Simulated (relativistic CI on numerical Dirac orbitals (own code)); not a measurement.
Ni³⁺: resonant inelastic scattering at the M2,3 edge

Computed with this model: Dirac-Coulomb-Breit CI, separate exchange-only KLI orbitals for each configuration, model QED (radiative potential, 1s self-energy scaled to tabulated hydrogen-like ionisation energies), Kramers-Heisenberg scattering through one core-hole configuration in a parametric crystal field, unscaled Slater integrals; configurations [Ar] 3d7 → [Ne] 3s2 3p5 3d8; 10 K; core-hole width 0.8 eV; summed over polarisations. Incident energies are the highest absorption maxima for each field (at most a few, so the weaker spin-orbit partner edge can be absent), on the computed scale of the free ion. Intensities are in per cent of the strongest line above 0.02 eV; levels within 1 cm⁻¹ are merged; final levels count from the ground level, the first row holds all elastic scattering, lines under 0.4 are left out and each table stops after 24 rows. The scale of the Slater integrals is a model choice and moves the terms in proportion.

Field parameters in Wybourne normalisation: D3d B²₀ = −7Dσ, B⁴₀ = −14Dq − 21Dτ, B⁴₃ = −14√(10/7) Dq; Oh B⁴₀ = 21Dq, B⁴₄ = √(5/14) B⁴₀. The field is a parameter set, without covalency.

S is read from ⟨S²⟩ = S(S + 1).

Oh, 10Dq = 11100 cm⁻¹:

| Final level (eV) | Degeneracy | Irrep | S | 71.2 eV | 76 eV |
| --- | --- | --- | --- | --- | --- |
| 0.000 | 2 | Γ6 | 1.50 | 281.5 | 57.6 |
| 0.062 | 4 | Γ8 | 1.50 | 82.6 | 38.7 |
| 0.162 | 4 | Γ8 | 1.50 | 90.2 | 13.2 |
| 0.179 | 2 | Γ7 | 1.50 | 11.3 | 1.1 |
| 1.279 | 2 | Γ6 | 1.50 | 24.9 | 48.0 |
| 1.287 | 4 | Γ8 | 1.50 | 33.8 | 80.6 |
| 1.304 | 4 | Γ8 | 1.50 | 34.5 | 26.2 |
| 1.340 | 2 | Γ7 | 1.50 | 3.8 | 4.2 |
| 1.935 | 4 | Γ8 | 0.51 | 18.3 | 0.3 |
| 2.680 | 4 | Γ8 | 1.49 | 88.7 | 100.0 |
| 2.961 | 4 | Γ8 | 0.51 | 9.6 | 0.5 |
| 3.058 | 2 | Γ6 | 0.50 | 4.5 | 0.1 |
| 3.067 | 4 | Γ8 | 0.51 | 12.9 | 0.7 |
| 3.680 | 4 | Γ8 | 1.21 | 3.3 | 6.4 |
| 3.718 | 2 | Γ7 | 1.49 | 2.8 | 33.3 |
| 3.720 | 4 | Γ8 | 1.50 | 4.0 | 92.9 |
| 3.779 | 2 | Γ6 | 1.31 | 8.6 | 2.8 |
| 3.910 | 2 | Γ6 | 0.68 | 8.9 | 2.0 |
| 3.968 | 4 | Γ8 | 0.93 | 1.4 | 5.0 |
| 4.056 | 2 | Γ6 | 0.65 | 10.9 | 2.5 |
| 4.439 | 2 | Γ7 | 0.51 | 1.4 | 0.2 |
| 4.494 | 4 | Γ8 | 0.51 | 0.4 | 0.7 |
| 4.643 | 2 | Γ6 | 0.50 | 0.8 | 0.5 |
| 4.644 | 4 | Γ8 | 0.50 | 3.0 | 1.0 |

D3d, 10Dq = 31850, Dσ = -440, Dτ = -130 cm⁻¹:

```
Final level (eV)  Degeneracy  Irrep     S  80.5 eV  81.4 eV  82.4 eV
           0.000           2  Γ5+Γ6  0.55    254.3    183.3    136.0
           0.001           2     Γ4  0.54    159.7    107.5     79.7
           0.479           2     Γ4  1.50      1.7      1.4      0.9
           0.501           2  Γ5+Γ6  1.49      9.8      5.2      3.7
           0.686           2     Γ4  1.50      1.4      0.8      0.3
           0.742           2     Γ4  1.49      6.8      3.7      2.4
           0.779           2  Γ5+Γ6  1.49      9.5      6.8      3.9
           0.809           2     Γ4  1.49      8.0      6.5      3.5
           3.354           2     Γ4  0.51    100.0     46.3     64.8
           3.467           2  Γ5+Γ6  0.52     83.5     36.8     37.8
           3.493           2     Γ4  0.52     46.9     45.2     53.8
           3.592           2  Γ5+Γ6  0.54     44.5     52.0     39.0
           3.620           2     Γ4  0.54     26.2     45.6     39.1
           3.643           2     Γ4  0.53     90.9     61.0     38.1
           4.129           2     Γ4  1.49      2.8      2.0      1.2
           4.138           2  Γ5+Γ6  1.48      3.9      2.3      2.1
           4.233           2     Γ4  1.49      2.2      1.3      0.8
           4.261           2  Γ5+Γ6  1.48      2.5      2.0      1.3
           4.280           2     Γ4  1.49      2.2      2.5      1.5
           4.296           2     Γ4  1.48      3.5      2.4      2.0
           4.575           2  Γ5+Γ6  0.51     17.0     12.7     24.0
           4.602           2     Γ4  0.51     13.2     10.6     21.5
           4.666           2     Γ4  0.51      0.6      3.9     25.3
           6.392           2     Γ4  1.40      8.0      6.1      1.4
```

For the first field the strongest loss at the lowest incident energy is the level at 0.16 eV (S = 1.50, against 1.50 in the thermal ground state). Levels of other spin, the first over 8 % at 1.94 eV, appear because spin-orbit coupling of the core hole, and in heavier ions of the valence shell too, mixes spins.
